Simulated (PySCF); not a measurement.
Mg(Et)(OH) (C₂H₆MgO), SMILES [CH2](C)[Mg][OH]. Heavy atoms are numbered as in [Mg:1]([CH2:2][CH3:3])[OH:9]. Hydrogens are named by the atom that carries them.

Geometry optimised at ωB97X-D3(BJ)/def2-SVP. Other conformers were not sampled.

The numbers are results of B3LYP/pcSseg-1 in PySCF, not measurements.

GIAO shieldings, no solvent; atoms alike by connectivity are averaged. δ = σ(ref) − σ: ¹³C against TMS (σ = 181.3 ppm); ¹H against TMS (σ = 31.68 ppm); ¹⁷O against H2O (σ = 333.8 ppm), references at their B3LYP-D3(BJ)/def2-TZVP geometries, non-relativistic.

```
atoms     nucleus  count  δ (ppm)
--------  -------  -----  -------
C3 (CH3)      ¹³C      1        …
C2 (CH2)      ¹³C      1        …
H on C3        ¹H      3     1.71
H on C2        ¹H      2     0.44
H on O9        ¹H      1        …
O9 (OH)       ¹⁷O      1    -42.7
```

What belongs in the gaps? (Estimate from the structure and the level; the computed values follow.)


- C3 (CH3), δ (ppm): 18.8
- C2 (CH2), δ (ppm): -4.2
- H on O9, δ (ppm): -0.06
